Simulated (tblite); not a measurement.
A structure optimised at GFN2-xTB (Å):
```
atom  x, y, z in Å
C1    -2.600   -1.457    0.055
N2    -1.977   -0.193   -0.229
C3    -2.965    0.855   -0.304
P4    -0.799   -0.216   -1.570
C5     0.476    0.876   -0.716
C6     1.534    0.182    0.154
C7     2.340   -0.780   -0.715
C8     0.848   -0.600    1.269
C9     2.471    1.233    0.766
H10   -3.415   -1.713   -0.644
H11   -1.850   -2.244   -0.001
H12   -3.025   -1.435    1.071
H13   -3.435    0.986    0.683
H14   -3.767    0.650   -1.034
H15   -2.472    1.783   -0.588
H16   -0.069    1.612   -0.117
H17    0.988    1.413   -1.525
H18    1.639   -1.428   -1.237
H19    3.024   -1.386   -0.118
H20    2.916   -0.233   -1.461
H21    0.139   -1.285    0.816
H22    0.294    0.074    1.920
H23    1.572   -1.159    1.867
H24    2.958    1.815   -0.016
H25    3.243    0.755    1.372
H26    1.910    1.917    1.402
```

Charge -1, singlet.

(1) Read off the bonds between heavy atoms and their formal orders.

(2) Write the SMILES.

(3) What is the point group of this geometry?

(4) Classify the heavy atoms.

(5) What is the arrangement about C1?

(6) What is the arrangement about C7?

## Answers

(1) C1–N2 1.44 Å (single); N2–C3 1.44 Å (single); N2–P4 1.79 Å (single); P4–C5 1.88 Å (single); C5–C6 1.54 Å (single); C6–C7 1.53 Å (single); C6–C8 1.52 Å (single); C6–C9 1.53 Å (single). Bonds to hydrogen (Å): C1–H10 1.10; C1–H11 1.09; C1–H12 1.10; C3–H13 1.10; C3–H14 1.10; C3–H15 1.09; C5–H16 1.09; C5–H17 1.10; C7–H18 1.09; C7–H19 1.09; C7–H20 1.09; C8–H21 1.09; C8–H22 1.09; C8–H23 1.09; C9–H24 1.09; C9–H25 1.09; C9–H26 1.09.

(2) `CN(C)[P-]CC(C)(C)C`, [C7H17NP]-.

(3) C1 (no symmetry element, even within 0.4 Å).

(4) C1/C3: N-methyl carbon; N2: nitrogen bonded to 2 C and P; P4: phosphorus bonded to C and N; C5: sp3 carbon bound to phosphorus; C6: quaternary sp3 carbon; C7/C8/C9: methyl carbon.

(5) It has 4 neighbours (N2, H10, H11, H12) and is distorted tetrahedral (angles from 107.7° to 113.4°).

(6) It has 4 neighbours (C6, H18, H19, H20) and is tetrahedral (angles from 107.9° to 111.6°).

The numbers are calculated, not measured.
